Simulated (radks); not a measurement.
Problem. The mean radii <r> (bohr) of the occupied orbitals of an atom or ion are listed with their occupations. Method: scalar-relativistic Kohn-Sham, r2SCAN, spin-unpolarised, spherical densities, finite nucleus; meta-GGA in the generalised Kohn-Sham scheme; Fermi nuclear charge, rms radius of each element as measured or else 0.836 A^(1/3) + 0.57 fm; computed with a radial shooting solver on a logarithmic mesh with Libxc functionals.

orbital  occ.      <r>
1s          2  0.07685
2s          2   0.3628
2p          6   0.3269
3s          2    1.126
3p          5    1.206

Name the element and its charge.

Solution. Z = 20, calcium, charge +3: Ca3+ in [Ne] 3s2 3p5. The 1s radius gives Z: for a bare nucleus <r> = (2 gamma + 1)/(2Z) with gamma = sqrt(1 - (Z/c)^2), 0.07446 bohr for Z = 20, and screening makes it slightly larger (0.07685 here). The occupations add up to 17, and the charge is Z minus that.
